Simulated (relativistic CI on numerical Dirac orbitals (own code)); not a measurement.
**Fe2+ in a cubic cluster: L2,3 absorption with charge transfer**

Computed with a charge-transfer multiplet model of a cubic metal-ligand cluster with up to 3 ligand holes, Slater and spin-orbit integrals from Dirac-Coulomb-Breit ions, Slater integrals scaled by 0.8. The ground state mixes d6 with configurations of k ligand holes L, whose averages lie at kΔ + k(k − 1)U_dd/2; a core hole lowers each added d electron by U_cd. 300 K, Lorentzian 0.4 eV and Gaussian 0.3 eV FWHM.

Atomic integrals in eV (Slater integrals scaled, ζ unscaled), ground: F2dd 8.723, F4dd 5.416, zeta_d 0.049; with the core hole: F2dd 9.374, F4dd 5.826, zeta_d 0.067, zeta_core 8.135, F2cd 5.460, G1cd 4.059, G3cd 2.306.

Cluster parameters (eV): Δ = 4.8, U_dd = 7.3, U_cd = 8.4, 10Dq = 0.85, 10Dq(ligand) = 1.6, final-state hopping factor = 0.9.

```tsv
Case	n_d	d6	d7L	d8L2	d9L3	S
V(eg) = 0.85 eV, V(t2g) = -0.38 eV	6.04	0.96	0.04	0.00	0.00	2.00
V(eg) = 1.15 eV, V(t2g) = -0.51 eV	6.07	0.93	0.07	0.00	0.00	2.00
V(eg) = 1.45 eV, V(t2g) = -0.64 eV	6.11	0.89	0.10	0.00	0.00	2.00
V(eg) = 2.05 eV, V(t2g) = -0.9 eV	6.18	0.82	0.17	0.01	0.00	2.00
V(eg) = 2.35 eV, V(t2g) = -1.04 eV	6.22	0.79	0.20	0.01	0.00	2.00
```

Weights, n_d and S are thermal averages at 300 K. Photon energies count from the first peak over 30 % of the highest in each spectrum, which can be another peak from case to case. The parameters are a model scan and need not match a compound or its usual spin state. Peaks in eV (height, largest 100):
- V(eg) = 0.85 eV, V(t2g) = -0.38 eV: 0.0 (100), 1.0 (64), 2.6 (25), 11.6 (13), 12.7 (36), 15.5 (9)
- V(eg) = 1.15 eV, V(t2g) = -0.51 eV: 0.0 (100), 1.0 (64), 2.5 (24), 11.5 (13), 12.6 (36), 15.4 (9)
- V(eg) = 1.45 eV, V(t2g) = -0.64 eV: 0.0 (100), 0.9 (62), 2.5 (22), 11.5 (14), 12.6 (36), 15.4 (9)
- V(eg) = 2.05 eV, V(t2g) = -0.9 eV: 0.0 (32), 1.3 (100), 3.8 (19), 4.8 (11), 12.7 (14), 14.0 (33), 16.7 (8)
- V(eg) = 2.35 eV, V(t2g) = -1.04 eV: 0.0 (32), 1.4 (100), 4.0 (18), 4.9 (10), 12.8 (14), 14.1 (31), 16.8 (8)

For the case V(eg) = 1.45 eV, V(t2g) = -0.64 eV, Δ = 4.8 eV is smaller than U_dd = 7.3 eV, the charge-transfer side of the Zaanen-Sawatzky-Allen scheme. With the core hole the configuration with one ligand hole lies at Δ + U_dd − U_cd = 3.7 eV above the one without, against Δ in the ground state. The added d electron screens the hole, so the order of the configurations is kept and charge-transfer satellites are weaker than in photoemission.
